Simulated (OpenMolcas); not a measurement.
Pt2+: effect of the metal basis and ligand basis

Pt2+ with 6 ligands (chloride) in octahedral coordination (Oh) at 2.56 Å. A charge of +0.667 e stands 2.4 Å behind each ligand.

- Program: OpenMolcas 26.06
- Method: CASSCF
- Spin-orbit coupling: RASSI with atomic mean-field integrals over the reference wave functions

Fixed: active space 8 electrons in 5 orbitals (5d), DKH2 Hamiltonian.

States (labels of O, the rotations of Oh). Energies in cm-1 above the lowest state or level, χT in cm3 K/mol.

```csv
Run,Metal basis,Ligand basis,Ground state,First state of that spin,First gap with spin-orbit (degeneracies),χT at 300 K,First state of another spin,Cost
A,ANO-RCC-VDZP,ANO-RCC-VDZP,3A2,3T2 10034,"6862 (3, 2)",1.923,1E 10919,roughly 19 core-seconds
B,ANO-RCC-VTZP,ANO-RCC-VTZP,3A2,3T2 9559,"6563 (3, 2)",1.942,1E 10746,roughly 2.7 core-minutes
```

Against A, the first state of the same spin changes by -4.7 % in B.

Costs are those of the RASSCF and RASSI steps.

Without dynamic correlation the repulsion within the d shell is too large (B by tens of per cent), so at a given field states of lower spin stand too high. Real 4d8 and 5d8 ions are as a rule square planar and diamagnetic. With metal d orbitals alone the field can be off either way by tens of per cent. Ligand-to-metal charge-transfer states are missing. With no ligand orbital active B as a rule stays too high, so bands that hang on it stand too high and its fall with covalency is understated. The least metal-like active orbital is 83 % on the metal (Löwdin) and no ligand orbital is active, so the numbers are rough (holds for A). The least metal-like active orbital is 80 % on the metal (Löwdin) and no ligand orbital is active, so the numbers are rough (holds for B). No measured value stands beside these numbers; the geometry was imposed, not optimised, and the real ion may take another.
